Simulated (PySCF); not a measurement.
C4H12BNSi, SMILES CB(C)/C=C/[SiH2]N, singlet (GFN2-xTB optimised geometry):

```
19

Si    -0.787    -0.303     0.000
N      0.939    -0.303     0.000
C     -1.277    -1.237     1.558
C     -2.429    -1.087     2.225
B     -2.824    -1.834     3.529
C     -2.108    -3.172     3.965
C     -3.965    -1.224     4.436
H     -1.425     1.026     0.000
H     -1.165    -1.026    -1.219
H      1.425    -0.017     0.835
H      1.419     0.055    -0.809
H     -0.565    -1.961     1.938
H     -3.120    -0.343     1.836
H     -1.687    -3.739     3.139
H     -1.281    -2.924     4.632
H     -2.763    -3.834     4.529
H     -3.983    -0.135     4.426
H     -4.929    -1.547     4.039
H     -3.928    -1.554     5.471
```

Level of theory: PySCF with CAM-B3LYP/def2-SVP.

**Question.** What are the frontier orbital energies and the dipole moment?

**Answer.** HOMO-2 -9.42 eV, HOMO-1 -9.08 eV, HOMO -8.53 eV, LUMO -0.32 eV, LUMO+1 2.29 eV; dipole moment 1.21 D.

Meta-Löwdin charges at CAM-B3LYP/def2-SVP: Si1 0.77, N2 -0.69, C3 -0.29, C4 -0.17, B5 0.24, C6 -0.41, C7 -0.41, H8 -0.15, H9 -0.13, H10 0.21, H11 0.21, H12 0.10, H13 0.08, H14 0.10, H15 0.12, H16 0.10, H17 0.10, H18 0.12, H19 0.10.
